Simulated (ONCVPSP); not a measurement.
## H (Z = 1): variants of one ONCV potential

Base potential:

H (Z = 1), optimised norm-conserving Vanderbilt (ONCV), made with ONCVPSP 4.0.1 (PBE, scalar-relativistic). Core none, reference 1s1. Waves: 1s: rc 0.95 bohr, ncon 4, nbas 8, qcut 6.8 1/bohr, 2 projectors, debl 0.9 Ha; p scattering state at 0.15 Ha: rc 1.00 bohr, ncon 4, nbas 8, qcut 6.7 1/bohr, 3 projectors, debl 2.5 Ha. Local part: polynomial inside 0.65 bohr (lpopt 5, dvloc0 4 Ha). Core correction: none.

All-electron outer shells of the reference configuration (PBE, scalar-relativistic, ld1.x):

```json
{"shell": "1s", "level (eV)": "-6.49", "outermost node (bohr)": "–", "outermost maximum (bohr)": "1.03"}
```

Cutoffs, loose and tight: the cutoffs (Ha) at which the residual kinetic energy of the hardest occupied pseudo-wave falls to 1 and 0.1 mHa per electron. They do not see the model core or the augmentation charge, which bear on the density cutoff. Test errors are all-electron minus pseudo excitation energies from the reference, over the configurations 1s0.5. A dash means not determined; rows that change the core or the reference have their own tests.

| change | outcome | cutoff, loose | cutoff, tight | bound ghosts | GHOST(+) flags above zero |
| --- | --- | --- | --- | --- | --- |
| base | generated | 18 Ha | 46 Ha | none | p |
| p: rc 1.04 | generated | 18 Ha | 46 Ha | none | p |
| functional PW91 | generated | 18 Ha | 46 Ha | none | p |
| p: qcut 8.7 | generated | 18 Ha | 46 Ha | none | none |
| local potential polynomial inside 0.65 bohr (lpopt 5, dvloc0 -1 Ha) | generated | 18 Ha | 46 Ha | none | none |
| p: rc 1.02 | generated | 18 Ha | 46 Ha | none | p |
| s: nproj 1 | generated | 18 Ha | 46 Ha | none | p |

What comes out with this change to the base: s: qcut 7.6; p: qcut 7.5?

outcome: generated; cutoff, loose: 19 Ha; cutoff, tight: 28 Ha; bound ghosts: none; GHOST(+) flags above zero: none.

What comes out with this change to the base: s: ncon 5, nbas 9?

outcome: generated; cutoff, loose: 20 Ha; cutoff, tight: 66 Ha; bound ghosts: none; GHOST(+) flags above zero: p.
